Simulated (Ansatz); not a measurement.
Calculated with Ansatz (gas phase, PBE0-D4/def2-TZVP geometries, no zero-point term in ΔE). CCSD(T)/CBS adds triple-zeta CCSD(T) − MP2 to the extrapolated MP2 energy (def2 sets, frozen cores). This one scheme is used for every species. Functionals use def2-TZVPP. B3LYP here is the variant with VWN-RPA as its local correlation; programs differ in this. Each species was taken in one conformer, which may not be the lowest.

Consider the silylene loss: `FC/C=N\[SiH3]` → `N=CCF` + `[SiH2]`.

```tsv
level	ΔE (kJ/mol)
PBE-D4	260.5
PBE0-D4	269.1
ωB97X-V	270.8
B3LYP	245.9
CCSD/def2-TZVPP	248.0
MP2/def2-QZVPP	280.8
SCS-MP2/def2-QZVPP	269.4
CCSD/CBS(def2)	255.7
```

Q: What does CCSD(T)/CBS give? (Best estimate.)

A: Computed: +259.7 kJ/mol. The listed levels differ from it by 0.8, 9.4, 11.1, -13.8, -11.7, 21.1, 9.7, -4.0 kJ/mol.

Largest T1 diagnostic among the species: 0.014.

From PBE to PBE0 (25 % exact exchange), in def2-TZVPP and without D4, ΔE moves by +9.7 kJ/mol. The D4 term adds +14.0 kJ/mol with B3LYP and +7.6 kJ/mol with PBE0; it sums over pairs of atoms, weighted by their polarisabilities, and B3LYP, whose exchange is more repulsive, gets the larger term.
